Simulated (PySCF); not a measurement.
NbO2F, SMILES [O]=[Nb](=[O])[F], multiplicity 1.

Geometry: PBE-D3(BJ)/def2-TZVP. The multiplicity is an assumed one; other spin states were not compared. The def2 effective core potentials stand for the cores of Nb; spin–orbit coupling is left out.

Method: TDA-PBE/def2-SVPD run with PySCF.

Vertical excitations. The molecule is in vacuum. State labels are in the subgroup Cs.

Estimate the UV-visible absorptions. (An estimate is asked for; the answer gives what the named calculation found.)


```json
[
 {"state": "S1", "symmetry": "A\"", "energy (eV)": "2.44", "λ (nm)": "509", "f": "0.002", "main pairs": "HOMO→LUMO 100 %"},
 {"state": "S2", "symmetry": "A'", "energy (eV)": "3.48", "λ (nm)": "356", "f": "0.001", "main pairs": "HOMO−1→LUMO 93 %"},
 {"state": "S3", "symmetry": "A'", "energy (eV)": "3.76", "λ (nm)": "330", "f": "0.007", "main pairs": "HOMO−2→LUMO 94 %"},
 {"state": "S4", "symmetry": "A\"", "energy (eV)": "3.99", "λ (nm)": "311", "f": "0.003", "main pairs": "HOMO−3→LUMO 84 %, HOMO→LUMO+1 15 %"},
 {"state": "S5", "symmetry": "A\"", "energy (eV)": "4.22", "λ (nm)": "294", "f": "0.010", "main pairs": "HOMO→LUMO+1 82 %, HOMO−3→LUMO 13 %"},
 {"state": "S6", "symmetry": "A\"", "energy (eV)": "4.69", "λ (nm)": "264", "f": "0.008", "main pairs": "HOMO−4→LUMO 98 %"},
 {"state": "S7", "symmetry": "A'", "energy (eV)": "4.78", "λ (nm)": "259", "f": "0.002", "main pairs": "HOMO→LUMO+2 91 %"},
 {"state": "S8", "symmetry": "A'", "energy (eV)": "4.87", "λ (nm)": "254", "f": "0.000", "main pairs": "HOMO−5→LUMO 90 %"},
 {"state": "S9", "symmetry": "A'", "energy (eV)": "5.21", "λ (nm)": "238", "f": "0.010", "main pairs": "HOMO−1→LUMO+1 72 %, HOMO−2→LUMO+1 24 %"},
 {"state": "S10", "symmetry": "A'", "energy (eV)": "5.59", "λ (nm)": "222", "f": "0.010", "main pairs": "HOMO−2→LUMO+1 67 %, HOMO−1→LUMO+1 17 %"},
 {"state": "T1", "symmetry": "A\"", "energy (eV)": "2.32", "λ (nm)": "534", "f": "0", "main pairs": "HOMO→LUMO 100 %"},
 {"state": "T2", "symmetry": "A'", "energy (eV)": "3.15", "λ (nm)": "393", "f": "0", "main pairs": "HOMO−1→LUMO 97 %"},
 {"state": "T3", "symmetry": "A'", "energy (eV)": "3.43", "λ (nm)": "361", "f": "0", "main pairs": "HOMO−2→LUMO 96 %"},
 {"state": "T4", "symmetry": "A\"", "energy (eV)": "3.72", "λ (nm)": "333", "f": "0", "main pairs": "HOMO−3→LUMO 96 %"}
]
```
Triplets are in the Tamm–Dancoff approximation.
